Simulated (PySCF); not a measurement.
Stepwise substitution at one centre (Si OH-C2H5). Isolated molecules, 0 K electronic values unless said otherwise. One relaxed conformer stands for each flexible species; it need not be the lowest. Strings in code marks are SMILES.

Level of theory: PBE-D3(BJ)/def2-TZVP // B3LYP-D3(BJ)/def2-SVP (PySCF). All candidates: neutral, multiplicity 1. Excitations are Tamm–Dancoff values on a coarser integration grid. The basis has no diffuse functions, so Rydberg states are missing or too high.

```
Item                   Result
-------------------  --------
HOMO–LUMO gap         6.82 eV
HOMO                 -7.35 eV
T1 excitation (TDA)   6.70 eV
```

Q: Which member has these values?
A. `CC[Si](O)(O)CC`
B. `CC[Si](O)(O)O`
C. `O[Si](O)(O)O`
D. `CC[Si](O)(CC)CC`

A: C, `O[Si](O)(O)O`. The others give `CC[Si](O)(O)O`: 6.53 eV, -6.89 eV, 6.44 eV; `CC[Si](O)(O)CC`: 6.02 eV, -6.24 eV, 5.94 eV; `CC[Si](O)(CC)CC`: 5.99 eV, -6.19 eV, 5.90 eV
